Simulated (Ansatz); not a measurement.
A run for Ansatz (a program for electronic structure): R-CCSD(T)/def2-QZVPPD on FH2I (a complex), monomers drawn apart or pushed together. Elements past Kr take the def2 small-core potentials; no spin–orbit coupling. Files ending in .json are basis or fitting sets from the Basis Set Exchange. The run froze 10 orbitals, filled d shells among them.

Ansatz 0.2 input:
```yaml
crystal:
  periodic: [false, false, false]
  atoms:
    - {symbol: F, position_ang: [0.55177904, 0.61911929, -0.26114465]}
    - {symbol: H, position_ang: [0.28287210, -0.21341687, -0.56464964]}
    - {symbol: I, position_ang: [-0.09796729, 0.23134127, 3.20173421]}
    - {symbol: H, position_ang: [0.31277722, 0.75245367, 1.72576384]}
basis:
  gaussian:
    orbitals: def2-QZVPPD.json
magnetization: {spin_polarized: false}
correlation: {method: ccsd_t, electrons: outside_noble_gas}
scf: {lower_state_search: off}
```

Program output:

```
WARN ansatz: RAYON_NUM_THREADS=2 ignored (pool sized by the plan → 2); use --threads N
Functional definition: HF
these checks for a lower state are left out or cut short: stability, starts, cluster_reference, orbital_swaps, neighbouring_geometries, increment
integrals: 1.12 GiB planned
1334 factors; integrals over basis functions are off by at most 1.0e-3 eV
mean field: 0.73 GiB planned
mean field evaluation 1: about -10810.2639 eV, gradient 2.5e1 eV
mean field evaluation 2: about -10810.2727 eV, gradient 2.5e1 eV
mean field evaluation 4: about -10811.4104 eV, gradient 1.8e0 eV
mean field evaluation 8: about -10811.4279 eV, gradient 1.8e-1 eV
mean field -10811.42811270 eV, -397.3126548926 hartree, gradient 2.4e-6 eV, S^2 0.000000; 0 other end points of the search recorded, 0 dependent functions left out
10 core orbitals not correlated
reference -10811.42811270 eV, -397.3126548926 hartree; 8, 8 occupied and 205, 205 virtual orbitals, 1334 factors
second order -12.79855894 eV of doubles, -0.00000000 eV of singles
coupled cluster: 2.19 GiB planned
cycle   1  -12.98409168 eV  change   -1.9e-1 eV  update   6.5e-2
cycle   2  -13.23467748 eV  change   -2.5e-1 eV  update   1.9e-2
cycle   3  -13.28233306 eV  change   -4.8e-2 eV  update   8.7e-3
cycle   4  -13.27625851 eV  change    6.1e-3 eV  update   1.7e-3
cycle   5  -13.27598579 eV  change    2.7e-4 eV  update   6.1e-4
cycle   6  -13.27611233 eV  change   -1.3e-4 eV  update   1.6e-4
cycle   7  -13.27601844 eV  change    9.4e-5 eV  update   5.6e-5
cycle   8  -13.27599386 eV  change    2.5e-5 eV  update   1.6e-5
cycle   9  -13.27599693 eV  change   -3.1e-6 eV  update   5.8e-6
perturbative correction -0.43801667 eV, -0.0160968158 hartree
Total energy: -10825.14212630 eV, -397.8166355966 hartree
Checks for a lower state left out: stability, starts, cluster_reference, orbital_swaps, neighbouring_geometries, increment
```

The calculation finished and met its thresholds.

Cost: roughly 40 core-seconds.
